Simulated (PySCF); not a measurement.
# What a mistake does to a calculation on BCH6N2 cation

These are calculations, not measurements. The program is PySCF 2.14.0, an open-source quantum chemistry code, run on an isolated molecule that a program drew, which may never have been made. The molecule is BCH6N2 cation (charge +1, singlet), drawn as the SMILES string `CN[B+]N`.

Each row is a Hartree-Fock (HF) and frozen-core CCSD(T) single point in the cc-pVDZ basis, meant for a local HF minimum. Run 1 is clean. Each other run has one planted mistake out of seven kinds, and not every kind appears here: one electron removed, one electron added, multiplicity raised by two, geometry at a saddle point, minimal basis STO-3G, one bond length entered in bohr, all coordinates scaled. The reference is restricted for singlets and unrestricted otherwise, and also for a bond in bohr. Adding or removing an electron swaps singlet and doublet. Electrons count all cores. HOMO and LUMO are orbital energies over both spins, the gradient is its largest component, and the lowest frequency (negative if imaginary) is given only where the gradient is small. Bond lengths are over the 9 bonds as drawn. T1 is the CCSD diagnostic: over 0.02 (restricted) or 0.045 (unrestricted) a single reference is doubtful.

Geometry of the clean run:
```xyz
10
BCH6N2 cation, angstrom
C     0.4796    1.7233    2.4471
N    -0.8366    1.3384    1.8877
B    -1.3259    1.6842    0.7090
N    -1.8129    2.0353   -0.4787
H     1.0593    0.8248    2.6393
H     0.3246    2.2748    3.3703
H     1.0057    2.3501    1.7325
H    -1.4019    0.7527    2.4810
H    -2.3636    2.8657   -0.6153
H    -1.6648    1.4878   -1.3091
```

```
run  electrons  basis functions  <S^2>  HOMO (eV)  LUMO (eV)  gradient (hartree/bohr)  lowest frequency (cm^-1)  mean bond (Å)  longest bond (Å)      T1  HF (hartree)  CCSD(T) (hartree)               mistake
  1         30               86  0.000     -17.38      -1.26                  3.8e-05                       165         1.1569             1.481  0.0138    -174.78803         -175.38546              no fault
  2         29               86  0.760     -24.68     -13.99                  1.5e-01                         -         1.1569             1.481  0.0308    -174.21569         -174.77739  one electron removed
  3         30               26  0.000     -16.64       1.36                  2.9e-02                         -         1.1569             1.481  0.0211    -172.63755         -172.89307                     ?
  4         30               86  2.029     -10.84      -5.93                  2.0e-01                         -         1.1569             1.481  0.0193    -174.57288         -175.14282                     ?
```

**Which mistake was planted in run 3, and what did it cost?**

It has 26 basis functions where the clean run has 86, with the same electrons and geometry. So the mistake is: minimal basis STO-3G. Subtracting run 1 and multiplying by 627.51 kcal/mol a hartree, the energy moved by 1349.4 kcal/mol in HF and 1564.0 kcal/mol in CCSD(T).

**Which mistake was planted in run 4, and what did it cost?**

Electrons, basis and geometry are unchanged, and <S^2> is 2.029, beside S(S+1) = 2.00 for a multiplicity of 3. So the mistake is: multiplicity raised by two. Subtracting run 1 and multiplying by 627.51 kcal/mol a hartree, the energy moved by 135.0 kcal/mol in HF and 152.3 kcal/mol in CCSD(T).

Cautions from the logs. Run 3: T1 is over the limit, so its CCSD(T) energy is less reliable.
